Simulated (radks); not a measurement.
Values are calculated unless marked as measured or tabulated.
Kinetic energies: the exact non-interacting value of the Kohn-Sham orbitals and orbital-free approximations, in hartree. Species: Hg2+ [Xe] 4f14 5d10; Tc [Kr] 4d5 5s2; Ga3+ [Ar] 3d10. Code: a radial shooting solver on a logarithmic mesh with Libxc functionals. Model: non-relativistic Kohn-Sham, PBE, spin-polarised, spherical densities, point nucleus. Every spin shell is full or empty, so the densities are truly spherical. Functionals are evaluated on that one density, not self-consistently.

| functional | Hg2+ | Tc | Ga3+ |
|---|---|---|---|
| exact | 18407.5 | 4204.49 | 1921.22 |
| Thomas-Fermi | 17557 | 3972.0 | 1800.9 |
| von Weizsacker | 6517.3 | 1837.6 | 938.83 |
| TF + vW | 24074 | 5809.5 | 2739.7 |
| TF + vW/9 | 18281 | 4176.1 | 1905.2 |
| TF + vW/5 | 18860 | 4339.5 | 1988.6 |
| LC94 | 18410 | 4207.9 | 1919.7 |
| APBEK | 18415 | 4210.5 | 1921.4 |
| Perdew 92 | 18282 | 4176.5 | 1905.4 |
| Pearson | 18253 | 4164.3 | 1897.1 |
| LKT | 21336 | 5060.5 | 2365.5 |
| PG1 | 20690 | 4878.8 | 2273.2 |
| DePristo-Kress | 18370 | 4201.9 | 1918.0 |
